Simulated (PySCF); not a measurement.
How methods differ on the ionisation energy of I(2+)

I(2+) [Kr] 4d10 5s2 5p3 (4S) → I(3+) [Kr] 4d10 5s2 5p2 (3P), as a difference of total energies. Computed with PySCF 2.14 in aug-cc-pVTZ-PP with ECP28MDF, with scalar relativity through the core potential. Correlated levels: valence: 4s2 4p6 4d10 frozen. The calculations carry no spin-orbit coupling.

Order these methods by the ionisation energy they give, lowest first.
A. UHF
B. wB97X
C. M06
D. B2PLYP

A (29.856 eV), C (29.969 eV), B (30.089 eV), D (30.244 eV).

The reference lies between the lowest fine-structure levels, while these numbers refer to the centres of the terms.

Errors of the correlated levels include the incompleteness of this basis and the frozen core.

For comparison: 29.57 ± 0.025 eV (measured; NIST Atomic Spectra Database, ionization energies).
